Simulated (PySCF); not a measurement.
**Partial charges of `C=C[P-]c1ccccc1C`**

Species: C₉H₁₀P (charge -1).
Z-matrix (Å and degrees, PBE0-D3(BJ)/def2-SVP geometry), rows numbered from 1:
```
C 
C   1  1.3556
P   2  1.7936  1  126.85
C   3  1.8056  2  102.07  1  -165.71
C   4  1.4197  3  125.99  2    14.34
C   5  1.3897  4  122.74  3  -179.56
C   6  1.3974  5  120.72  4    -1.20
C   7  1.3984  6  117.86  5    -0.27
C   8  1.3935  7  122.33  6     0.78
C   9  1.4977  4  119.33  3     0.41
H   1  1.0967  2  121.58  3     5.44
H   1  1.0964  2  121.69  3  -172.96
H   2  1.1015  1  115.91  3   174.94
H   5  1.0930  4  118.81  3     1.85
H   6  1.0959  5  119.25  4   179.80
H   7  1.0936  6  121.27  5  -179.54
H   8  1.0967  7  119.47  6  -179.60
H  10  1.1017  9  111.72  4   176.84
H  10  1.1051  9  111.14  4   -61.44
H  10  1.1054  9  110.39  4    54.64
```

Density: PBE0/pcSseg-1 (PySCF); schemes: Mulliken, IAO, Hirshfeld and ESP-fitted. The structure is a single PBE0-D3(BJ)/def2-SVP conformer in the gas phase; no vibrational or solvent corrections. The pcSseg-1 basis has no diffuse functions, a weakness for an anion. The HOMO energy is positive at this level (+0.01 eV), so the outermost electrons may be held by the finite basis alone.

Problem. Give the atomic charges in each scheme.

Solution. In e:

| atom | environment | Mulliken | IAO | Hirshfeld | ESP-fitted |
| --- | --- | --- | --- | --- | --- |
| C1 | terminal =CH2 carbon | -0.259 | -0.416 | -0.199 | -0.792 |
| C2 | alkene CH carbon | -0.439 | -0.317 | -0.133 | +0.217 |
| P3 | phosphorus bonded to 2 C | +0.099 | -0.097 | -0.212 | -0.597 |
| C4 | substituted aromatic carbon | -0.289 | -0.185 | -0.074 | -0.131 |
| C5 | aromatic CH carbon | -0.120 | -0.185 | -0.088 | -0.043 |
| C6 | aromatic CH carbon | -0.082 | -0.171 | -0.089 | -0.319 |
| C7 | aromatic CH carbon | -0.130 | -0.226 | -0.115 | -0.158 |
| C8 | aromatic CH carbon | -0.040 | -0.173 | -0.088 | -0.402 |
| C9 | substituted aromatic carbon | -0.306 | -0.014 | -0.023 | +0.398 |
| C10 | benzylic-type carbon | -0.168 | -0.414 | -0.137 | -0.505 |
| H11 | vinylic hydrogen | +0.070 | +0.112 | +0.003 | +0.250 |
| H12 | vinylic hydrogen | +0.064 | +0.106 | +0.001 | +0.170 |
| H13 | vinylic hydrogen | +0.094 | +0.114 | +0.015 | +0.061 |
| H14 | aromatic hydrogen | +0.064 | +0.125 | +0.022 | +0.092 |
| H15 | aromatic hydrogen | +0.046 | +0.118 | +0.021 | +0.139 |
| H16 | aromatic hydrogen | +0.043 | +0.116 | +0.016 | +0.114 |
| H17 | aromatic hydrogen | +0.034 | +0.113 | +0.020 | +0.147 |
| H18 | methyl hydrogen | +0.076 | +0.112 | +0.021 | +0.103 |
| H19 | methyl hydrogen | +0.122 | +0.139 | +0.022 | +0.136 |
| H20 | methyl hydrogen | +0.121 | +0.144 | +0.018 | +0.119 |

Mean size of the charges over all atoms: ESP-fitted 0.245 e, IAO 0.170 e, Mulliken 0.133 e, Hirshfeld 0.066 e. Each set sums to the total charge, -1, to within 0.001 e. The Hirshfeld scheme divides the density at each point in proportion to the densities of the neutral, spherically averaged free atoms.

Lowest charge. The schemes don't all agree: Mulliken C2 (-0.439); IAO C1 (-0.416); Hirshfeld P3 (-0.212); ESP-fitted C1 (-0.792).

Highest charge. The schemes don't all agree: Mulliken H19 (+0.122); IAO H20 (+0.144); Hirshfeld H14 and H19 (+0.022); ESP-fitted C9 (+0.398).

Problem. How closely do the schemes follow one another over all atoms?

Solution. Correlation coefficient and root-mean-square difference: IAO with Hirshfeld 0.89, 0.128 e; Hirshfeld with ESP-fitted 0.80, 0.251 e; Mulliken with IAO 0.77, 0.123 e; IAO with ESP-fitted 0.70, 0.222 e; Mulliken with Hirshfeld 0.56, 0.135 e; Mulliken with ESP-fitted 0.16, 0.324 e.

Problem. How many electrons does the Hirshfeld scheme count on C1?

Solution. Z − q = 6 − (-0.199) = 6.199.
